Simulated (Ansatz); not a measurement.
Cost and result for the atomization energy of Cl$_{2}$Ga$_{2}$H$_{4}$, SMILES `[Cl+]1[GaH2-][Cl+][GaH2-]1` (8 atoms, 8 bonds).

The species carries charge 0 and has multiplicity 1. Correlated methods include outer-core shells of Ga, which these sets cover unevenly. Scalar relativity is left out up to krypton. Geometry: relaxed with PBE0-D4/def2-TZVP. Program: Ansatz. All runs use 4 threads of a server CPU on a shared host. Times are those of one run each, without the atoms' runs, and a repeat can differ threefold. Electronic energies, without spin–orbit coupling; frozen cores. CCSD(T)/CBS adds CCSD(T) − MP2 in def2-TZVPP to the MP2 limit, and its time is that of the two runs behind it. T1 = 0.012. With those shells the extrapolation isn't a true limit. HSE06 is the plane-wave form, built on full-range PBE exchange.

CCSD(T)/CBS is a level of theory with its own doubt, some kJ/mol a heavy atom from the limit and from the frozen cores, so smaller differences don't rank the functionals.

| level | functions | wall time |
| --- | --- | --- |
| BLYP-D4/def2-TZVPP | 236 | 1.3 s |
| PBE0-D4/def2-TZVPP | 236 | 2.4 s |
| r2SCAN-D4/def2-TZVPP (with forces) | 236 | 2.7 s |
| HSE06-D4/def2-TZVPP | 236 | 2.8 s |
| CAM-B3LYP-D4/def2-TZVPP | 236 | 2.9 s |
| r2SCANh-D4/def2-TZVPP | 236 | 3.4 s |
| PBE-QIDH/def2-TZVPP | 236 | 3.7 s |
| B97M-V/def2-TZVPP | 236 | 4.1 s |
| CCSD(T)/def2-SVP | 120 | 4.4 s |
| ωB97X-V/def2-TZVPP | 236 | 5.5 s |
| MP2/def2-QZVPP | 438 | 16 s |
| CCSD(T)/def2-TZVPP | 236 | 59 s |
| CCSD(T)/CBS(def2) | – | 75 s |

Q: What atomization energy does each give, and how far from CCSD(T)/CBS? (Estimate.)

A: Ansatz gave: 
| level | atomization (kcal/mol) | difference from CCSD(T)/CBS | per bond |
| --- | --- | --- | --- |
| BLYP-D4/def2-TZVPP | 455.6 | -23.1 | -2.9 |
| PBE0-D4/def2-TZVPP | 469.3 | -9.4 | -1.2 |
| r2SCAN-D4/def2-TZVPP (with forces) | 481.0 | 2.3 | 0.3 |
| HSE06-D4/def2-TZVPP | 469.4 | -9.3 | -1.2 |
| CAM-B3LYP-D4/def2-TZVPP | 470.0 | -8.7 | -1.1 |
| r2SCANh-D4/def2-TZVPP | 479.2 | 0.5 | 0.1 |
| PBE-QIDH/def2-TZVPP | 476.3 | -2.4 | -0.3 |
| B97M-V/def2-TZVPP | 485.2 | 6.5 | 0.8 |
| CCSD(T)/def2-SVP | 452.1 | -26.6 | -3.3 |
| ωB97X-V/def2-TZVPP | 479.7 | 1.0 | 0.1 |
| MP2/def2-QZVPP | 479.7 | 1.0 | 0.1 |
| CCSD(T)/def2-TZVPP | 472.4 | -6.3 | -0.8 |
| CCSD(T)/CBS(def2) | 478.7 | 0.0 | 0.0 |

Leaving LDA and LC-ωPBE aside and taking each functional with its dispersion term where it has one, the values spread over 29.5 kcal/mol, from BLYP-D4 to B97M-V. LDA lies +72.3 kcal/mol from PBE without D4, its usual overbinding. From BLYP to BHLYP (50 % exact exchange), in def2-TZVPP and without D4, the atomization energy moves by +11.7 kcal/mol. At CCSD(T), def2-SVP lies −26.7 kcal/mol from the extrapolated value and def2-TZVPP −6.3 kcal/mol: correlation converges slowly with the basis, and small sets miss more of it in the bonded molecule than in its fragments.
